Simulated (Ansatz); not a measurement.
`O=[CH][Al]1[NH][CH]1[SiH3]` + H₂ → `[SiH3][CH]1[NH][AlH]1` + `C=O`  (hydrogenolysis of the Al–C bond)

Computed with Ansatz on PBE0-D4/def2-TZVP structures; ΔE is electronic, products minus reactants. CCSD(T)/CBS is the MP2 limit (def2-TZVPP, def2-QZVPP) plus CCSD(T) − MP2 in def2-TZVPP, frozen cores. This one scheme is used for every species. Functionals use def2-TZVPP. B3LYP here is the variant with VWN-RPA as its local correlation; programs differ in this. Each species was taken in one conformer, which may not be the lowest.

`O=[CH][Al]1[NH][CH]1[SiH3]`:

Z-matrix (Å, degrees):
```
C
N 1 1.521
Si 1 1.854 2 116.7
Al 1 1.927 2 58.4 3 -110.8
H 1 1.095 2 114.7 3 139.2
H 2 1.005 1 120.3 3 -69.3
H 3 1.491 1 110.9 2 -173.7
H 3 1.494 1 109.2 2 -54.3
H 3 1.495 1 113.4 2 64.6
C 4 2.017 1 164.7 2 -164.5
O 10 1.207 4 117.0 1 44.0
H 10 1.115 4 123.8 1 -136.9
```

H₂:

Cartesian coordinates in Å:
```
H 0.139 0.290 -0.189
H -0.139 -0.290 0.189
```

`[SiH3][CH]1[NH][AlH]1`:

Z-matrix (Å, degrees):
```
Si
C 1 1.853
H 1 1.491 2 111.0
H 1 1.495 2 113.4 3 121.6
H 1 1.495 2 109.4 3 -119.5
N 2 1.522 1 116.7 3 175.0
Al 2 1.926 1 120.3 3 107.8
H 2 1.095 1 114.9 3 -46.8
H 6 1.005 2 120.3 1 62.8
H 7 1.568 2 164.3 1 -76.8
```

`C=O`:

Cartesian coordinates in Å:
```
C 0.000 0.001 0.005
O 0.069 -0.132 -1.181
H 0.656 0.703 0.558
H -0.725 -0.572 0.619
```

```tsv
level	ΔE (kJ/mol)	difference from CCSD(T)/CBS
PBE-D4	-33.0	11.9
PBE0-D4	-44.4	0.5
B3LYP-D4	-42.5	2.4
ωB97X-V	-49.0	-4.1
ωB97M-V	-46.0	-1.1
B2PLYP	-46.6	-1.7
PBE	-35.9	9.0
B3LYP	-47.1	-2.2
MP2/def2-TZVPP	-44.5	0.4
SCS-MP2/def2-TZVPP	-48.9	-4.0
CCSD(T)/def2-TZVPP	-46.6	-1.7
MP2/def2-QZVPP	-43.6	1.3
SCS-MP2/def2-QZVPP	-47.9	-3.0
HF/CBS(def2)	-73.4	-28.5
MP2/CBS(def2)	-42.8	2.1
CCSD/CBS(def2)	-51.0	-6.1
CCSD(T)/CBS	-44.9	0
```

Largest T1 diagnostic among the species: 0.016.

The D4 term adds +4.6 kJ/mol with B3LYP and +2.7 kJ/mol with PBE0; it sums over pairs of atoms, weighted by their polarisabilities, and B3LYP, whose exchange is more repulsive, gets the larger term. In def2-TZVPP, CCSD(T) changes the Hartree–Fock value by +26.6 kJ/mol (the triples alone add +6.1 kJ/mol) and MP2 by +28.7 kJ/mol. From PBE to PBE0 (25 % exact exchange), in def2-TZVPP and without D4, ΔE moves by −11.2 kJ/mol.
